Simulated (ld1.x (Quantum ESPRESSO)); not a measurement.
**Configuration tests for europium (Eu) (TM)**

```json
{
 "Element": "europium (Eu)",
 "Generator": "ld1.x (Quantum ESPRESSO) 7.5",
 "Type": "norm-conserving Troullier–Martins (Kleinman–Bylander form)",
 "Functional": "PBE",
 "Relativity": "scalar-relativistic",
 "Frozen core": "[Kr]",
 "Valence charge": "27",
 "Reference configuration": "4d10 4f7 5s2 5p6 5d0.5 6s1.5 6p0",
 "Partial waves": "5p (bound): rc 1.55 bohr; 4d (bound): rc 0.80 bohr; 4f (bound): rc 1.25 bohr; 5s (bound): rc 1.85 bohr",
 "Local potential": "the s channel",
 "Core correction": "Bessel-smoothed model core inside 0.80 bohr"
}
```

Occupied shells without a wave of their own: 5d, 6s. They enter only through the test configuration that unscreens the potential, and ld1.x also counts them in the model core charge.

Energies are relative to the spin-unpolarised reference configuration 4d10 4f7 5s2 5p6 5d0.5 6s1.5 6p0; without spin polarisation the order of configurations can differ from experiment. Not all tests gave a result: 4 of 7 tests not solved or not reliable. Left out of the table: 4d10 4f7 5s2 5p6 5d0 6s1 6p0 (solver errors, printed error +274 meV); 4d10 4f7 5s2 5p6 5d0 6s0 6p0 (solver errors, printed error -276 meV); 4d10 4f7 5s2 5p6 5d0 6s1 6p1 (pseudo-atom not self-consistent, printed error -9246 eV); 4d10 4f7 5s1 5p6 5d0 6s2 6p0 (solver errors, printed error +1.1 eV).

ld1.x takes every shell without a wave as core, so the model core holds the 5d, 6s electrons as well and exchange and correlation see them twice. This cancels in the reference configuration, but the file is broken for other ones, and its errors say nothing about a proper core correction.

```csv
valence configuration,charge,ΔE all-electron (eV),error AE − PS (meV)
4d10 4f7 5s2 5p6 5d0 6s2 6p0,0,-1.060,+416
4d10 4f6 5s2 5p6 5d0 6s2 6p0,+1,8.473,+1211
4d10 4f5 5s2 5p6 5d0 6s0 6p0,+4,83.371,+27
```

The potential misses its own reference levels by up to 0.6 eV.
